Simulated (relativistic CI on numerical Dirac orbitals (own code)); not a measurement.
# d1 to d9 in one octahedral field

Computed with a parametric ligand-field model without spin-orbit coupling, by exact diagonalisation: B = 740, C = 3300, 10Dq = 16900 cm⁻¹ (Oh; |10Dq|/B = 22.8) for every shell. Energies in cm⁻¹; the field energy is (0.6 n_e − 0.4 n_t2) × 10Dq of the ground term; g labels are left out.

```csv
Shell,Ground term,Electrons in e,Field energy,First spin-allowed bands,Lowest term of other spin
d1,2T2,0.000,-6760,2E 16900,
d2,3T1,0.032,-12977,"3T2 15489, 3T1 25178",1T2 11452
d3,4A2,0.000,-20280,"4T2 16900, 4T1 24123",2E 15311
d4,5E,1.000,-10140,5T2 16900,3T1 2661
d5,6A1,2.000,0,none,2T2 7648
d6,1A1,0.064,-39481,"1T1 14971, 1T2 23713",5T2 5840
d7,2E,1.049,-29587,"2T1 14809, 2T2 15462",4T1 1289
d8,3A2,2.000,-20280,"3T2 16900, 3T1 24123",1E 12331
d9,2E,3.000,-10140,2T2 16900,
```

Low spin: d6, d7; the other shells keep the spin of the free ion. Only d4 to d7 can choose; the field needed to pair spins is smallest for d6 and largest for d5, which loses most exchange energy. In the strong-field picture 10Dq must exceed about 6B + 5C = 20940 (d4), 7.5B + 5C = 22050 (d5), 2.5B + 4C = 15050 (d6) and 4B + 4C = 16160 (d7); mixing of terms shifts these bounds somewhat.
